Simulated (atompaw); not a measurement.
**Ga: one change to a PAW (atompaw) potential, before and after**

atompaw 4.2.0.5 input, output lines left out:

```
Ga 31
GGA-PBESOL scalarrelativistic loggrid 1500 logderivrange -3 5 201
4 4 3 0 0 0
4 1 1
0 0 0
c
c
c
v
c
c
v
v
2
2.95 2.65 2.90 2.50
y
4.3
n
y
3.05
n
y
-1
n
modrrkj vanderbiltortho gaussian
3 0 vpsmatchnc
2.20
2.95
2.95
2.95
1.15
1.15
```

Change: all radii scaled by about 1.22 (s 2.68, p 3.60, d 1.40 bohr); local potential vpsmatchnc scheme with l = 3 at 0 Ry, radius 3.54 bohr; augmentation gaussian compensation charge, radius 3.22 bohr; PAW radius 3.60 bohr; waves and projectors: modrrkj vanderbiltortho; core correction smooth core density matched at 3.04 bohr.

Cutoffs: the cutoffs (Ry, on a coarse ladder) from which the occupation-weighted sum of valence levels, in a spherical-Bessel basis at the reference potential, stays within 10 and 1 mRy of its value at 400 Ry; they do not see the model core or the augmentation charge, which bear on the density cutoff.

What does the change do?

The potential gets neither clearly harder nor softer (80 Ry and 110 Ry → 55 Ry and 120 Ry); a bound ghost appears in s, which as a rule spoils a file.

```csv
quantity,base,changed
"cutoff, loose",80 Ry,55 Ry
"cutoff, tight",110 Ry,120 Ry
loose cutoff by channel (10 mRy a level),"s 6 Ry, p 6 Ry, d 60 Ry","s 6 Ry, p 6 Ry, d 40 Ry"
bound ghosts,none,s
lowest overlap eigenvalue by channel,"s 0.55, p 0.39, d 0.00","s 0.11, p 0.78, d 0.01"
```

 A true bound ghost makes a file unfit for plane-wave use even where its test errors are small: the radial tests pick states by their node count and pass the ghost by. The cutoffs see the waves, projectors and local potential, not the compensation charge or the core.
